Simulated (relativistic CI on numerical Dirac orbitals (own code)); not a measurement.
## Ligand-field terms of d7

Computed with a parametric ligand-field model of a d^n configuration (Racah B and C, spin-orbit zeta, crystal field), exact diagonalisation.

Field parameters in Wybourne normalisation: D4h B²₀ = −7Ds, B⁴₀ = 21(Dq − Dt), B⁴₄ = 21√(5/14) Dq; Oh B⁴₀ = 21Dq, B⁴₄ = √(5/14) B⁴₀; Td as Oh with Dq negative (B⁴₀ = 21Dq, B⁴₄ = √(5/14) B⁴₀). The field is a parameter set, without covalency.

Task: Ground term and bands for B = 710, C = 3090, ζ = 0 cm⁻¹, Oh, 10Dq = 5000 cm⁻¹?

Result: Ground term 4T1 with 2.10 electrons in the two orbitals of the cubic e set. Spin-allowed: 4T2 4287 cm⁻¹ (2333 nm), 4A2 9287 cm⁻¹ (1077 nm), 4T1 14224 cm⁻¹ (703 nm). Lowest spin-forbidden: 2E 9348 cm⁻¹ (1070 nm), 2T1 13070 cm⁻¹ (765 nm), 2T2 13217 cm⁻¹ (757 nm).

Task: A d7 ion in Td symmetry has the ground term 4A2 and bands at 4T2 2650 cm⁻¹, 4T1 4464 cm⁻¹ (2240 nm), 2E 5642 cm⁻¹ (1772 nm), 2T1 5946 cm⁻¹ (1682 nm), 2A1 7480 cm⁻¹ (1337 nm), 4T1 8436 cm⁻¹ (1185 nm). Which parameters reproduce them?

Result: B = 330, C = 1170, ζ = 0 cm⁻¹, Td, 10Dq = -2650 cm⁻¹.

Task: Ground term and bands for B = 710, C = 2730, ζ = 0 cm⁻¹, D4h, 10Dq = 22200, Ds = -670, Dt = 800 cm⁻¹?

Result: Ground term 2A1 with 1.04 electrons in the two orbitals of the cubic e set. Spin-allowed: 2B1 1350 cm⁻¹, 2E 14150 cm⁻¹ (707 nm), 2E 14685 cm⁻¹ (681 nm), 2E 19142 cm⁻¹ (522 nm). Lowest spin-forbidden: 4E 2866 cm⁻¹, 4A2 8488 cm⁻¹ (1178 nm), 4B2 16249 cm⁻¹ (615 nm).

Task: Ground term and bands for B = 1010, C = 4970, ζ = 0 cm⁻¹, Oh, 10Dq = 7250 cm⁻¹?

Result: Ground term 4T1 with 2.10 electrons in the two orbitals of the cubic e set. Spin-allowed: 4T2 6222 cm⁻¹ (1607 nm), 4A2 13472 cm⁻¹ (742 nm), 4T1 20344 cm⁻¹ (492 nm). Lowest spin-forbidden: 2E 15037 cm⁻¹ (665 nm), 2T1 20314 cm⁻¹ (492 nm), 2T2 20596 cm⁻¹ (486 nm).

Task: Ground term and bands for B = 830, C = 4310, ζ = 0 cm⁻¹, Oh, 10Dq = 7000 cm⁻¹?

Result: Ground term 4T1 with 2.09 electrons in the two orbitals of the cubic e set. Spin-allowed: 4T2 6058 cm⁻¹ (1651 nm), 4A2 13058 cm⁻¹ (766 nm), 4T1 17567 cm⁻¹ (569 nm). Lowest spin-forbidden: 2E 12138 cm⁻¹ (824 nm), 2T1 17349 cm⁻¹ (576 nm), 2T2 17703 cm⁻¹ (565 nm).
